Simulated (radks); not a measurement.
Fractional charge and spin in the 4p shell of silver: the spin-up occupation runs from 2 to 3 and the spin-down occupation from 2 to 3; the fullest corner is Ag2+, [Ar] 3d10 4s2 4d(up 4.5, down 4.5) 4p(up 3, down 3). Method: scalar-relativistic Kohn-Sham, SCAN, spin-polarised, spherical densities, finite nucleus; meta-GGA in the generalised Kohn-Sham scheme; Fermi nuclear charge, rms radius of each element as measured or else 0.836 A^(1/3) + 0.57 fm; computed with a radial shooting solver on a logarithmic mesh with Libxc functionals. Energy (eV) minus the two flat planes that join the four corners (they meet along the diagonal where the two added fractions sum to one electron); zero is where a piecewise linear energy would lie.

\begin{tabular}{lrrr}
down \ up & 2 & 2.5 & 3 \\ \hline
2 & 0.000 & -2.216 & 0.000 \\
2.5 & -2.216 & 0.404 & -2.059 \\
3 & 0.000 & -2.059 & 0.000 \\
\end{tabular}

Corners above the fullest one (they belong to Ag3+ and the next ion): (up 3, down 2) 90.963 eV, (up 2, down 3) 90.963 eV, (up 2, down 2) 200.67 eV. With half an added electron in each spin the energy lies 0.404 eV from the planes, and with half an added electron in spin up alone -2.216 eV. The planes are only a guide here: the flat-plane condition holds for ground states with one frontier orbital, while this shell lies below other occupied shells, so the corners above the fullest one are inner-hole states and not the ground states of those ions.
